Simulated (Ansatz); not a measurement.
Basis-set extrapolation for `NC(O)(O)[SiH2]F` (PBE0-D4/def2-TZVP geometry, frozen core, Ansatz). Multiplicity 1, RHF reference.

```csv
,def2-TZVPP,def2-QZVPP
HF,-634.130426,-634.155894
MP2 correlation,-1.232784,-1.332937
CCSD(T) correlation,-1.307205,not run
```

Energies in hartree. Use E(X) = E(∞) + A·exp(−7.88·√X) for Hartree–Fock and E(X) = E(∞) + B·X^(−2.97) for correlation, with X = 3 and 4, and add CCSD(T) minus MP2 of the smaller set to the MP2 limit.

What is the CCSD(T) energy at the basis-set limit?

HF limit: -634.155894 + (-0.025468) × 0.13774 = -634.15940. MP2 limit: -1.332937 + (-0.100153) × 0.74074 = -1.40712. Higher-order term: -1.307205 − (-1.232784) = -0.07442. Total: -635.64094 hartree, 127.6 kcal/mol below CCSD(T)/def2-TZVPP.
